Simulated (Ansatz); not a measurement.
Reaction (atomization): `[CH3][In]([F])[O][SiH3]` → C• + F• + 6 H• + In• + O• + Si•

Computed with Ansatz on PBE0-D4/def2-TZVP structures; ΔE is electronic, products minus reactants. CCSD(T)/CBS adds triple-zeta CCSD(T) − MP2 to the extrapolated MP2 energy (def2 sets, frozen cores). This one scheme is used for every species, atoms too. DFT in def2-TZVPP. Open shells (•) are unrestricted, without spin–orbit coupling. Spin–orbit coupling would lower the free atoms: a little for C, F, O, Si; strongly for In. Elements past krypton have def2 core potentials. For In outer-core shells are correlated without core-valence functions, so the limit isn't a true one: a few kJ/mol of doubt a bond, and 10 to 20 or more in all where bonds break to atoms. Each species was taken in one conformer, which may not be the lowest.

```json
{"level": "PBE-D4", "ΔE (kJ/mol)": "3696.9"}
{"level": "BLYP", "ΔE (kJ/mol)": "3607.2"}
```

(1) What does CCSD(T)/CBS give? (An estimate is asked.)

Largest T1 diagnostic among the species: 0.015.

Answers

(1) Computed: +3717.6 kJ/mol. The listed levels differ from it by -20.7, -110.4 kJ/mol.

At CCSD(T), def2-SVP lies −270.0 kJ/mol from the extrapolated value and def2-TZVPP −109.3 kJ/mol: correlation converges slowly with the basis, and small sets miss more of it in the bonded molecule than in its fragments. From r2SCAN to r2SCAN0 (25 % exact exchange), in def2-TZVPP and without D4, ΔE moves by −68.2 kJ/mol: exact exchange takes away binding that semilocal exchange gives to molecules. In def2-TZVPP, CCSD(T) changes the Hartree–Fock value by +916.0 kJ/mol (the triples alone add +52.5 kJ/mol) and MP2 by +970.2 kJ/mol; breaking electron pairs costs correlation energy, which Hartree–Fock lacks.

For atomizations the MP2-based limit and the directly extrapolated one differ by several kJ/mol either way, and by 10 to 25 for some Ge, Se and Sn compounds, so smaller differences from it don't rank the levels.
